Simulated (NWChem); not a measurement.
System: CH4O2Si; SMILES O=CO[SiH3]

Input file for NWChem:

```
start job
memory heap 200 mb stack 900 mb global 1100 mb
geometry units angstroms noautosym nocenter noautoz
  O     -0.735242    -1.581814     0.000000
  C      0.437913    -1.294117     0.000000
  O      0.917699    -0.040005     0.000000
  Si    -0.210830     1.256749     0.000000
  H      1.257124    -2.028188     0.000000
  H     -1.043682     1.224107    -1.223690
  H     -1.043682     1.224107     1.223690
  H      0.664234     2.450640     0.000000
end
basis spherical
  * library 6-31g*
end
dft
  xc b3lyp
  iterations 150
end
cosmo
  do_cosmo_smd true
  solvent toluene
end
task dft energy
```

NWChem printed, in part:

```
             Northwest Computational Chemistry Package (NWChem) 7.3.0
             --------------------------------------------------------

                             Geometry "geometry" -> ""
                             -------------------------

 Output coordinates in angstroms (scale by  1.889725989 to convert to a.u.)

  No.       Tag          Charge          X              Y              Z
 ---- ---------------- ---------- -------------- -------------- --------------
    1 O                    8.0000    -0.73524200    -1.58181400     0.00000000
    2 C                    6.0000     0.43791300    -1.29411700     0.00000000
    3 O                    8.0000     0.91769900    -0.04000500     0.00000000
    4 Si                  14.0000    -0.21083000     1.25674900     0.00000000
    5 H                    1.0000     1.25712400    -2.02818800     0.00000000
    6 H                    1.0000    -1.04368200     1.22410700    -1.22369000
    7 H                    1.0000    -1.04368200     1.22410700     1.22369000
    8 H                    1.0000     0.66423400     2.45064000     0.00000000

 Effective nuclear repulsion energy (a.u.)     163.4770761869

                                 NWChem DFT Module
                                 -----------------

 Summary of "ao basis" -> "ao basis" (spherical)
 ------------------------------------------------------------------------------
       Tag                 Description            Shells   Functions and Types
 ---------------- ------------------------------  ------  ---------------------
 O                           6-31g*                  6       14   3s2p1d
 C                           6-31g*                  6       14   3s2p1d
 Si                          6-31g*                  8       18   4s3p1d
 H                           6-31g*                  2        2   2s

 in cosmo_initialize ...
 calling solv_data for solv:toluene

 solvent parameters
 solvname_short: toluene
 solvname_long:  toluene
 dielec:        2.3741
 dielecinf:     2.2383
 nonaqueous SMD model solvent descriptors
 dielec:        2.3741
 sola:          0.0000
 solb:          0.1400
 solc:          0.8570
 solg:         40.2000
 solh:          0.0000
 soln:          1.4961

          ---------------
          -cosmo- solvent
          ---------------
 Cosmo: York-Karplus, doi: 10.1021/jp992097l
 dielectric constant -eps-     =   2.37
 screen = (eps-1)/(eps    )    =   0.57879
 surface charge correction     = lagrangian

   van der Waals surface
 --------------------------

 ---------- ATOMIC COORDINATES (A.U.) ------------ VDWR(ANG.) --
     1   -1.38940592   -2.98919502    0.00000000     2.294
     2    0.82753558   -2.44552653    0.00000000     1.850
     3    1.73419965   -0.07559849    0.00000000     2.294
     4   -0.39841093    2.37491125    0.00000000     2.470
     5    2.37561989   -3.83271957    0.00000000     1.200
     6   -1.97227300    2.31322681   -2.31243879     1.200
     7   -1.97227300    2.31322681    2.31243879     1.200
     8    1.25522025    4.63103810    0.00000000     1.200
 number of segments per atom =        128
 number of   points per atom =        128
 atom (   nspa,  nppa )
 ----------------------
    1 (     88,     0 )       0
    2 (     16,     0 )       0
    3 (     60,     0 )       0
    4 (     84,     0 )       0
    5 (     52,     0 )       0
    6 (     31,     0 )       0
    7 (     31,     0 )       0
    8 (     32,     0 )       0
 number of -cosmo- surface points =      394
 molecular surface =    130.490 angstrom**2
 molecular volume  =    123.242 angstrom**3
 -lineq- algorithm             =   0
 -bem- low  level              =   3
 -bem- from -octahedral-
 gaussian surface charge width =   4.50000
 degree of switching           =   1.00000
 switching function tolerance  =   0.00010
 atomic radii =
 --------------
    1  8.000  2.294
    2  6.000  1.850
    3  8.000  2.294
    4 14.000  2.470
    5  1.000  1.200
    6  1.000  1.200
    7  1.000  1.200
    8  1.000  1.200
 ...... end of -cosmo- initialization ......

 nat:                     8
 ixmem:                  3618
 calling mnsol_interface()
 G(SMD-CDS) energy (kcal/mol)  =    -0.256
 SMD-CDS SASA (angstrom**2)    =   128.155

[...]

                                COSMO-SMD solvation results
                                ---------------------------

             internal energy in gas <Psi(g)|H|Psi(g)> =      -480.479828313283
         internal energy in solvent <Psi(s)|H|Psi(s)> =      -480.479671063149
                               delta internal energy  =         0.000157250134 (    0.10 kcal/mol)
   total free energy in solvent <Psi(s)|H+V/2|Psi(s)> =      -480.482393397506
 polarization energy contribution <Psi(s)|V/2|Psi(s)> =        -0.002722334357 (   -1.71 kcal/mol)
    total free energy in solvent including G(SMD-CDS) =      -480.482801393770
                       G(SMD-CDS) energy contribution =        -0.000407996264 (   -0.26 kcal/mol)
     1 M fixed-concentration free energy of solvation =        -0.002973080488 (   -1.87 kcal/mol)

                       DFT Final Molecular Orbital Analysis
                       ------------------------------------

 Vector   18  Occ=2.000000D+00  E=-3.468466D-01
              MO Center=  1.0D-01,  1.1D+00,  4.6D-09, r^2= 3.1D+00
   Bfn.  Coefficient  Atom+Function         Bfn.  Coefficient  Atom+Function
  ----- ------------  ---------------      ----- ------------  ---------------
    49     -0.334811  4 Si px                31      0.306899  3 O  px
    68     -0.279301  8 H  s                 67     -0.226447  8 H  s
    35      0.204645  3 O  px                64      0.159676  6 H  s
    66      0.159676  7 H  s                 63      0.143781  6 H  s
    65      0.143781  7 H  s                  3      0.138592  1 O  px

 Vector   19  Occ=2.000000D+00  E=-3.250472D-01
              MO Center= -6.3D-02, -2.0D-01, -2.6D-09, r^2= 2.8D+00
   Bfn.  Coefficient  Atom+Function         Bfn.  Coefficient  Atom+Function
  ----- ------------  ---------------      ----- ------------  ---------------
    33      0.442136  3 O  pz                 5     -0.359651  1 O  pz
    37      0.344003  3 O  pz                 9     -0.257407  1 O  pz
    64      0.195163  6 H  s                 66     -0.195163  7 H  s
    51     -0.153449  4 Si pz                63      0.134162  6 H  s
    65     -0.134162  7 H  s                 59     -0.070676  4 Si d  1

 Vector   20  Occ=2.000000D+00  E=-2.933738D-01
              MO Center= -3.3D-01, -1.4D+00,  1.2D-10, r^2= 1.6D+00
   Bfn.  Coefficient  Atom+Function         Bfn.  Coefficient  Atom+Function
  ----- ------------  ---------------      ----- ------------  ---------------
     4      0.571647  1 O  py                 8      0.401745  1 O  py
    62      0.177617  5 H  s                 32      0.174263  3 O  py
    31      0.164467  3 O  px                34     -0.148489  3 O  s
     3     -0.146585  1 O  px                61      0.141920  5 H  s
    36      0.137760  3 O  py                35      0.127472  3 O  px

 Vector   21  Occ=0.000000D+00  E=-7.944887D-03
              MO Center=  1.7D-01, -1.1D+00, -4.1D-10, r^2= 2.0D+00
   Bfn.  Coefficient  Atom+Function         Bfn.  Coefficient  Atom+Function
  ----- ------------  ---------------      ----- ------------  ---------------
    23      0.576643  2 C  pz                19      0.541063  2 C  pz
     9     -0.417946  1 O  pz                 5     -0.391222  1 O  pz
    55     -0.295810  4 Si pz                64     -0.237704  6 H  s
    66      0.237704  7 H  s                 37     -0.214897  3 O  pz
    33     -0.206527  3 O  pz                51     -0.115587  4 Si pz

 Vector   22  Occ=0.000000D+00  E= 9.994825D-03
              MO Center= -3.0D-01,  1.4D+00,  1.4D-09, r^2= 4.0D+00
   Bfn.  Coefficient  Atom+Function         Bfn.  Coefficient  Atom+Function
  ----- ------------  ---------------      ----- ------------  ---------------
    54      0.851756  4 Si py                53     -0.685406  4 Si px
    34      0.504505  3 O  s                 50      0.284930  4 Si py
    62      0.222893  5 H  s                 64     -0.218800  6 H  s
    66     -0.218800  7 H  s                 36      0.208366  3 O  py
    49     -0.199778  4 Si px                68     -0.175203  8 H  s

 Vector   23  Occ=0.000000D+00  E= 8.422228D-02
              MO Center= -3.7D-01,  1.1D+00,  3.7D-09, r^2= 3.9D+00
   Bfn.  Coefficient  Atom+Function         Bfn.  Coefficient  Atom+Function
  ----- ------------  ---------------      ----- ------------  ---------------
    68     -1.141425  8 H  s                 53      1.063437  4 Si px
    54      0.879258  4 Si py                64      0.566721  6 H  s
    66      0.566721  7 H  s                 49      0.337634  4 Si px
    50      0.256653  4 Si py                34     -0.234987  3 O  s
    48     -0.211707  4 Si s                 20      0.208018  2 C  s

     Multipole analysis of the density
     ---------------------------------

     L   x y z        total         alpha         beta         nuclear
     -   - - -        -----         -----         ----         -------
     0   0 0 0     -0.000000    -20.000000    -20.000000     40.000000

     1   1 0 0      0.485151     -0.673477     -0.673477      1.832104
     1   0 1 0      0.398010      0.457994      0.457994     -0.517978
     1   0 0 1     -0.000000     -0.000000     -0.000000      0.000000

     2   2 0 0    -24.303896    -42.568536    -42.568536     60.833176
     2   1 1 0     -3.788758      0.920197      0.920197     -5.629152
     2   1 0 1     -0.000000     -0.000000     -0.000000      0.000000
     2   0 2 0    -22.164283   -127.688518   -127.688518    233.212754
     2   0 1 1      0.000000      0.000000      0.000000      0.000000
     2   0 0 2    -22.696981    -16.695864    -16.695864     10.694746
```

Level: B3LYP/6-31G* (spherical d), SMD on the gas-phase geometry. Structure relaxed at the B3LYP/6-31G* (spherical d) level. B3LYP is NWChem's, with the RPA form of VWN correlation. Solvent: toluene.
